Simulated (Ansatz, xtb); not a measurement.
Relative energy of two isomers of C6H11F

Structure I: `C[C@@H]1CCC[C@@H]1F`, a singlet. Structure II: `C[C@@H]1CC[C@@H](F)C1`, a singlet. Both are isolated molecules in the gas phase, relaxed with PBE-D3(BJ)/def2-SVP; the shapes shown needn't be the lowest conformers.

I (Å):

| atom | x (Å) | y (Å) | z (Å) |
| --- | --- | --- | --- |
| C | -0.2920 | -1.4263 | -1.1902 |
| C | -0.5909 | -0.2919 | -0.2161 |
| C | -2.0107 | 0.3006 | -0.2817 |
| C | -1.9096 | 1.5868 | 0.5605 |
| C | -0.4430 | 2.0723 | 0.3792 |
| C | 0.2787 | 0.9610 | -0.4007 |
| F | 0.2985 | 1.2969 | -1.7663 |
| H | 0.7421 | -1.8081 | -1.0658 |
| H | -0.3973 | -1.0731 | -2.2350 |
| H | -0.9866 | -2.2768 | -1.0393 |
| H | -0.4110 | -0.6408 | 0.8278 |
| H | -2.2395 | 0.5479 | -1.3404 |
| H | -2.7917 | -0.4007 | 0.0741 |
| H | -2.6529 | 2.3518 | 0.2621 |
| H | -2.1047 | 1.3544 | 1.6280 |
| H | 0.0551 | 2.2556 | 1.3523 |
| H | -0.3658 | 3.0101 | -0.2051 |
| H | 1.3372 | 0.8120 | -0.0937 |

II (Å):

```yaml
atoms:
  - { symbol: C, position_ang: [-1.7498, 0.9326, -2.1620] }
  - { symbol: C, position_ang: [-0.8212, 0.5000, -1.0330] }
  - { symbol: C, position_ang: [0.5546, 1.2035, -1.0148] }
  - { symbol: C, position_ang: [1.4882, 0.2684, -0.2034] }
  - { symbol: C, position_ang: [0.7082, -1.0501, -0.0167] }
  - { symbol: C, position_ang: [-0.4207, -0.9858, -1.0422] }
  - { symbol: F, position_ang: [0.1402, -1.0706, 1.2683] }
  - { symbol: H, position_ang: [-1.9756, 2.0175, -2.1092] }
  - { symbol: H, position_ang: [-1.2880, 0.7347, -3.1531] }
  - { symbol: H, position_ang: [-2.7154, 0.3881, -2.1267] }
  - { symbol: H, position_ang: [-1.3181, 0.6915, -0.0561] }
  - { symbol: H, position_ang: [0.9219, 1.3013, -2.0596] }
  - { symbol: H, position_ang: [0.4996, 2.2295, -0.5996] }
  - { symbol: H, position_ang: [1.7288, 0.6650, 0.8025] }
  - { symbol: H, position_ang: [2.4521, 0.0915, -0.7211] }
  - { symbol: H, position_ang: [1.3434, -1.9581, -0.1018] }
  - { symbol: H, position_ang: [-1.2435, -1.6859, -0.7946] }
  - { symbol: H, position_ang: [-0.0245, -1.2640, -2.0448] }
```

Quicker runs give these differences E(II) − E(I): GFN2-xTB −4.82 kJ/mol; HF/STO-3G −1.44 kJ/mol (at GFN2-xTB geometries); r2SCAN-D4/def2-SVP +3.10 kJ/mol (at GFN2-xTB geometries).

Q: Estimate E(II) − E(I) at the level CCSD(T)/def2-SVP + ΔMP2/def2-TZVPP.

A: Too close to call at this level: CCSD(T)/def2-SVP + ΔMP2/def2-TZVPP gives E(II) − E(I) = −0.70 kJ/mol.

How the difference moves with the method:

```tsv
level	geometry	E(II) − E(I) (kJ/mol)	departure from the last row (kJ/mol)	job, with rough time for the two
GFN2-xTB	GFN2-xTB	−4.82	−4.12	optimisation, 0.26 s
HF/STO-3G	GFN2-xTB	−1.44	−0.74	single point, 0.42 s
r2SCAN-D4/def2-SVP	GFN2-xTB	+3.10	+3.80	single point, 4.1 s
PBE-D3(BJ)/def2-SVP	PBE-D3(BJ)/def2-SVP	+1.01	+1.71	optimisation, 36 s
HF/def2-SVP	PBE-D3(BJ)/def2-SVP	+0.69	+1.39	part of the CCSD(T) run
MP2/def2-SVP	PBE-D3(BJ)/def2-SVP	+1.34	+2.04	part of the CCSD(T) run
CCSD(T)/def2-SVP	PBE-D3(BJ)/def2-SVP	+1.52	+2.22	single point
CCSD(T)/def2-SVP + ΔMP2/def2-TZVPP	PBE-D3(BJ)/def2-SVP	−0.70		single point, 1.8 min
```

As drawn, both hold the same kinds of bond in the same numbers.

The largest departure from CCSD(T)/def2-SVP + ΔMP2/def2-TZVPP is that of GFN2-xTB, 4.12 kJ/mol. The last row adds to CCSD(T) the change of the MP2 difference between the two basis sets, here −2.22 kJ/mol.

With thermal terms from frequencies at re-optimised GFN2-xTB minima (ideal gas, soft modes damped towards free rotors, one conformer each, 298.15 K, 1 atm): the zero-point term adds −0.17 kJ/mol; ΔH is −0.89 and ΔG −1.10 kJ/mol.

The correlated steps freeze 7 core orbitals. Run with Ansatz 0.2.0, xtb 6.7.1; the last row on 4 threads of Arm Neoverse V1 on a shared host.
